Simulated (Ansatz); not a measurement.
`[OH][In]([Cl])[Cl]`, relaxed with RKS PBE0-D4/def2-TZVP in Ansatz 0.2.0 from a PBE-D4/def2-SVP geometry. The force threshold is 0.005 eV/Å; the program also tests the step.

The species carries charge 0 and has multiplicity 1. In takes the def2 core potential.

Start:

```xyz
5

O    -0.150   -0.668   -1.475
In    0.213    0.039    0.369
Cl   -1.212    1.594    1.418
Cl    2.115   -0.714    1.508
H    -0.966   -0.251   -1.820
```

(1) By how much does the energy fall, and how many steps does the optimiser take? (An estimate is asked.)

(2) Which bonds change most? (Best estimate.)

(3) Give the relaxed structure. (Estimate.)

## Answers

(1) The calculation gave: 0.07 eV, in 4 steps.

(2) Computed: In2–Cl4 from 2.342 to 2.290 Å; In2–Cl3 from 2.356 to 2.307 Å; O1–In2 from 2.007 to 1.961 Å; O1–H5 from 0.979 to 0.962 Å.

(3) Computed: 
```xyz
5

O    -0.156   -0.631   -1.431
In    0.228    0.032    0.374
Cl   -1.198    1.554    1.358
Cl    2.088   -0.709    1.486
H    -0.962   -0.246   -1.787
```
